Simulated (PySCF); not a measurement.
C₄H₇BFN, SMILES NC=C=CB(C)F.

Coordinates come from a B3LYP-D3(BJ)/def2-SVP optimisation. The structure was generated by enumeration; whether it is a known compound was not checked. One conformer was computed; it need not be the lowest.

Method: TDDFT-PBE/def2-SVPD run with PySCF.

Vertical excitations. Gas-phase values at a fixed geometry.

Computed excitation energies, oscillator strengths and character:
```
state  energy (eV)  λ (nm)      f                                                              main pairs
-----  -----------  ------  -----  ----------------------------------------------------------------------
S1            2.93     423  0.001                                                         HOMO→LUMO 100 %
S2            4.92     252  0.003                                      HOMO→LUMO+2 52 %, HOMO→LUMO+1 48 %
S3            5.31     234  0.002                                                        HOMO−2→LUMO 94 %
S4            5.38     230  0.001                                                        HOMO→LUMO+3 98 %
S5            5.74     216  0.072                    HOMO−1→LUMO 62 %, HOMO→LUMO+1 12 %, HOMO→LUMO+2 10 %
S6            5.94     209  0.046                                                        HOMO→LUMO+4 91 %
S7            6.03     206  0.015                                                        HOMO→LUMO+5 97 %
S8            6.12     202  0.422  HOMO→LUMO+6 31 %, HOMO→LUMO+1 20 %, HOMO→LUMO+2 19 %, HOMO−1→LUMO 14 %
S9            6.26     198  0.011                                                        HOMO−3→LUMO 87 %
S10           6.37     195  0.195                    HOMO→LUMO+6 60 %, HOMO→LUMO+1 11 %, HOMO→LUMO+2 11 %
T1            2.59     479      0                                                         HOMO→LUMO 100 %
T2            3.97     313      0                                                        HOMO−1→LUMO 88 %
T3            4.22     294      0                    HOMO→LUMO+1 60 %, HOMO→LUMO+2 28 %, HOMO−1→LUMO 10 %
T4            4.83     257      0                                      HOMO→LUMO+2 67 %, HOMO→LUMO+1 32 %
```
Triplets are in the Tamm–Dancoff approximation, which puts them higher than full response would, so one can lie above its singlet here.
